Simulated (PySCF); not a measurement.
**Ti: excitation energy**

Ti [Ar] 3d2 4s2 (3F) → Ti [Ar] 3d1 4s2 4p1 (high-spin determinant), as a difference of total energies. Calculation: PySCF 2.14, in aug-cc-pVTZ (8s7p5d3f2g, 93 functions); no relativity, point nucleus. Correlated levels: valence: [Ar] frozen. The calculations carry no spin-orbit coupling.

```csv
method,excitation energy (eV)
UHF,4.713
LDA,5.472
PBE,5.362
PBE0,5.216
r2SCAN,5.563
B97-3,5.288
wB97M-V,5.277
CAM-B3LYP,5.292
r2SCANh,5.494
MP2 (valence),4.575
SCS-MP2 (valence),4.475
```

Question: How much does correlation contribute at MP2 (valence)?

Answer: 4.575 − (4.713) = -0.138 eV, measured against UHF.

A first-order spin-orbit estimate (lowest level to lowest level, LS coupling) adds -0.005 eV.

The determinant of the upper state mixes LS terms, which raises its energy above the lowest term, most at the Hartree-Fock and MP2 levels.
